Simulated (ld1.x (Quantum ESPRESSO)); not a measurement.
## Varying the ultrasoft potential for cadmium

Base potential:

* Element: Cd
* Generator: ld1.x (Quantum ESPRESSO) 7.5
* Type: ultrasoft
* Functional: BP86
* Relativity: fully relativistic
* Frozen core: [Kr] 4d10
* Valence charge: 2
* Reference configuration: 5s1.5 5p0.5
* Partial waves: 5s (bound): rcut 2.20, rcutus 2.70 bohr; 5s channel at 0.35 Ry: rcut 2.20, rcutus 2.70 bohr; 5p (bound): rcut 2.30, rcutus 2.60 bohr; 5p channel at 1.95 Ry: rcut 2.30, rcutus 2.60 bohr; 5d channel at 0.05 Ry: rcut 2.30, rcutus 2.95 bohr; 5d channel at 1.15 Ry: rcut 2.30, rcutus 2.95 bohr
* Local potential: all-electron potential smoothed inside 2.65 bohr (lloc = -1)
* Core correction: a·sin(br)/r model core, default radius (core density twice the valence density)
* Augmentation charge: PSQ, inside the norm-conserving radii

Open shells are filled in proportion to 2j + 1 (rel_dist='average').

Cutoffs, loose and tight: the cutoffs (Ry, on a coarse ladder) from which the occupation-weighted sum of valence levels, in a spherical-Bessel basis at the reference potential, stays within 10 and 1 mRy of its value at 400 Ry. They do not see the model core or the augmentation charge, which bear on the density cutoff. Test errors are all-electron minus pseudo excitation energies from the reference, over the configurations 5s2 5p0; 5s1 5p0; 5s1.5 5p0; 5s0 5p1; 5s1 5p1; 5s0 5p2. A dash means not determined; rows that change the core or the reference have their own tests.

A true bound ghost makes a file unfit for plane-wave use even where its test errors are small: the radial tests pick states by their node count and pass the ghost by.

The default core radius of the base comes out at 2.26 bohr.

```tsv
change	outcome	cutoff, loose	cutoff, tight	bound ghosts	largest test error (meV)
base	generated	6 Ry	6 Ry	d5/2, d3/2	-156
core correction a·sin(br)/r model core inside 1.14 bohr	generated	6 Ry	6 Ry	d5/2, d3/2	-170
core correction a·sin(br)/r model core inside 1.46 bohr	generated	6 Ry	6 Ry	d5/2, d3/2	-170
core correction a·sin(br)/r model core inside 1.84 bohr	generated	6 Ry	6 Ry	d5/2, d3/2	-169
core correction a·sin(br)/r model core inside 2.18 bohr	generated	6 Ry	6 Ry	d5/2, d3/2	-160
core correction a·sin(br)/r model core inside 2.38 bohr	generated	6 Ry	6 Ry	d5/2, d3/2	-145
core correction a·sin(br)/r model core inside 2.78 bohr	generated	6 Ry	6 Ry	d5/2, d3/2	-93
core correction a·sin(br)/r model core inside 3.10 bohr	generated	6 Ry	6 Ry	d5/2, d3/2	+48
```
